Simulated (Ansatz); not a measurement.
Several settings on one geometry of BCOF3 (relaxed from a model of B(CO)F3, whose bonding it doesn't keep) (that of the charge 0 singlet, r2SCAN-D4/def2-SVP). Ansatz on 4 threads of Arm Neoverse V2 on a shared host; times are rough.

```tsv
atom	x (Å)	y (Å)	z (Å)
B1	-0.0224	0.0034	-1.0517
C2	0.0345	-0.0051	1.6067
O3	0.0584	-0.0084	2.7366
F4	1.2925	-0.0257	-1.1251
F5	-0.6568	1.1581	-1.0816
F6	-0.7062	-1.1222	-1.0849
```

Totals from different functionals, basis sets or treatments of relativity can't be compared as stabilities.

DK, ANO-RCC and x2c sets are all-electron and run with scalar relativity unless a key says otherwise.

The spins typed aren't always the lowest for that charge.

(1) Give the basis size and estimate the energy, ⟨S²⟩, dipole and time of these runs.

```json
{"run": "1", "method": "UKS revPBE-D3(BJ)/cc-pVTZ-DK", "charge": "-1", "state": "doublet", "further keys": "point_charges: [{charge: 2.00, position_ang: [5.566, 0.404, 0.623]}]; forces asked"}
{"run": "2", "method": "UKS BHLYP-D3(BJ)-ATM/def2-SVPD", "charge": "-1", "state": "doublet", "further keys": "scf: {omitted_lower_state_checks: [starts]}"}
{"run": "3", "method": "RKS rPW86-PBE-rVV10/def2-SVPD", "charge": "0", "state": "singlet", "further keys": "forces asked"}
{"run": "4", "method": "RKS LDA (SPW92)/ANO-RCC-VTZP", "charge": "0", "state": "singlet", "further keys": "forces asked"}
```

Answers

(1) 
| run | functions | energy (Eh) | ⟨S²⟩ | dipole (D) | wall time |
| --- | --- | --- | --- | --- | --- |
| 1 | 180 | -438.3809 | 0.75 | – | 5 s |
| 2 | 132 | -437.3450 | 0.75 | – | 22 s |
| 3 | 132 | -438.1370 | – | 0.99 | 2.8 s |
| 4 | 180 | -435.3572 | – | 1.04 | 2 s |

The highest occupied level of an anion often lies above zero with these methods, and sets without diffuse functions describe the outer electron poorly.
